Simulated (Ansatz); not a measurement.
Coupled-cluster run, CH5AlBFO.

```yaml
crystal:
  periodic: [false, false, false]
  atoms:
    - {symbol: B, position_ang: [-0.219469, 0.070813, -1.076775]}
    - {symbol: C, position_ang: [-0.075844, -1.085973, -0.192665]}
    - {symbol: O, position_ang: [-0.870761, -1.432315, 0.807798]}
    - {symbol: F, position_ang: [0.932083, -1.955505, -0.314123]}
    - {symbol: Al, position_ang: [0.401551, 1.412882, 0.411240]}
    - {symbol: H, position_ang: [-1.177139, 0.794981, -0.797416]}
    - {symbol: H, position_ang: [0.411171, 0.223967, -2.073945]}
    - {symbol: H, position_ang: [-0.411028, -2.040271, 1.402152]}
    - {symbol: H, position_ang: [0.105463, 1.171165, 1.951300]}
    - {symbol: H, position_ang: [0.987174, 2.789055, -0.114665]}
basis:
  gaussian: {orbitals: def2-TZVPP}
correlation: {method: ccsd_t}
output: {orbitals: {seedname: orbitals}}
```

```sh
$ ansatz run in.yaml --threads 4 --pin off --events-out ev --progress --plain
```

Log, shortened:

```
Functional definition: HF
1437 factors; integrals over basis functions are off by at most 1.6e-3 eV
mean field evaluation 1: about -13105.3693 eV, gradient 3.5e1 eV
mean field evaluation 2: about -13105.6180 eV, gradient 3.6e1 eV
mean field evaluation 4: about -13108.6299 eV, gradient 4.1e0 eV
mean field evaluation 8: about -13108.6903 eV, gradient 2.8e-1 eV
mean field evaluation 16: about -13108.6909 eV, gradient 1.4e-6 eV
mean field -13108.69088316 eV, -481.7355045664 hartree, gradient 1.4e-6 eV, S^2 0.000000; 0 other end points of the search recorded, 0 dependent functions left out
9 core orbitals not correlated: weight in the atoms' cores, before any rotation towards them, 1.000 or more for the frozen orbitals, at most 0.000 for the correlated occupied ones
reference -13108.69088316 eV, -481.7355045664 hartree; 14, 14 occupied and 213, 213 virtual orbitals, 1437 factors
second order -23.18235769 eV of doubles, -0.00000000 eV of singles
cycle   1  -23.34815434 eV  change   -1.7e-1 eV  update   1.1e-1
cycle   2  -23.94327177 eV  change   -6.0e-1 eV  update   3.5e-2
cycle   3  -24.08526528 eV  change   -1.4e-1 eV  update   1.8e-2
cycle   4  -24.07040211 eV  change    1.5e-2 eV  update   4.5e-3
cycle   5  -24.06691002 eV  change    3.5e-3 eV  update   1.9e-3
cycle   6  -24.06787678 eV  change   -9.7e-4 eV  update   7.3e-4
cycle   7  -24.06750010 eV  change    3.8e-4 eV  update   2.6e-4
cycle   8  -24.06739710 eV  change    1.0e-4 eV  update   1.1e-4
cycle   9  -24.06745591 eV  change   -5.9e-5 eV  update   5.0e-5
cycle  10  -24.06747491 eV  change   -1.9e-5 eV  update   1.7e-5
perturbative correction -0.93245912 eV, -0.0342672405 hartree
Total energy: -13133.69081719 eV, -482.6542351963 hartree
```

Hardware: 4 threads of a server CPU on a shared host. Wall time 67 s, peak host memory 4.4 GiB.

MP2 recovers 92.7 % of the CCSD(T) correlation energy and the triples give 3.7 %; T1 = 0.0135.
